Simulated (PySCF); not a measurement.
Electronic structure of Fe (iron, neutral) at the UHF level

Configuration: [Ar] 3d8, high-spin 3F determinant (an excited configuration). All numbers are calculated (PySCF 2.14, no relativity, point nucleus, in dyall-av2z).

```
Total energy                                     : -1262.162863 hartree
One-electron energy                              : -1752.2958 hartree
Hartree (Coulomb) energy                         : 544.6498 hartree
Exchange energy                                  : -54.5168 hartree
Kinetic energy                                   : 1262.15900 hartree
⟨S²⟩                                             : 2.0725
⟨L²⟩                                             : 12.038
Sum of ⟨r⟩                                       : 19.97 bohr
Sum of ⟨r²⟩                                      : 30.05 bohr²
Density at the nucleus (Gaussians lack the cusp) : 11800 bohr⁻³
Spin density at the nucleus                      : -0.682 bohr⁻³
Langevin diamagnetic susceptibility              : -23.8 ×10⁻⁶ cm³/mol
```

```tsv
shell	electrons	mean orbital energy (eV)	spread (eV)	rms radius, mean of both spins (bohr)
1s β	1	-7104.0	0	0.0684
1s α	1	-7104.0	0	0.0684
2s α	1	-860.58	0	0.292
2s β	1	-858.87	0	0.292
2p α	3	-737.69	0	0.261
2p β	3	-736.04	0	0.261
3s α	1	-106.82	0	0.889
3s β	1	-101.74	0	0.889
3p α	3	-69.189	0	0.955
3p β	3	-63.043	0	0.955
3d α	5	-8.087	1.165	1.67
3d β	3	-4.552	0	1.67
```

⟨S²⟩ = 2.07 against 2.00 shows spin contamination.

Spin-orbit constants ζ (cm⁻¹) from the X2C one-electron operator on these orbitals (non-relativistic here): bare nucleus, nucleus screened by l(l+1)(2l+1)/3 electrons, and screened by the Breit-Pauli mean field of the electrons.

```tsv
shell	bare	screened nucleus	mean field
2p	67970	62740	60290
3p	7895	7288	6948
3d	646.3	397.7	353.5
```

To first order the Landé constant is A = -176.7 cm⁻¹, so the lowest level has J = 4 and lies 0.0657 eV below the centre of the term. This holds in LS coupling only.
